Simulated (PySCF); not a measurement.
CH₃Cl₂NSi₂, SMILES [SiH2]1[Si](Cl)(Cl)N=C1.

Geometry optimised at B3LYP-D3(BJ)/def2-SVP. This is a generated structure with no PubChem entry under its InChIKey; it may be hypothetical.

Two levels are set side by side: PBE/def2-TZVP (PySCF) and B3LYP/def2-TZVP (PySCF). Same geometry, gas phase. Differences are taken from unrounded values.

| quantity | B3LYP | PBE | PBE minus B3LYP |
|---|---|---|---|
| orbital gap (eV) | 5.20 | 3.21 | -2.00 |
| highest occupied level (eV) | -7.10 | -5.99 | 1.11 |
| lowest empty level (eV) | -1.89 | -2.78 | -0.89 |
| dipole moment (D) | 2.93 | 2.65 | -0.27 |
| mean polarisability (bohr³) | 92.4 | 95.5 | 3.2 |

PBE's occupied levels lie high since its potential decays too fast outside the molecule; exact exchange lowers them and widens the gap. Loosely held outer electrons make PBE densities more polarisable. Differences between two approximate levels are no errors against the true value.

Rough cost on one machine, each run with all the roots and properties that it gave: B3LYP against PBE within a factor of 2.
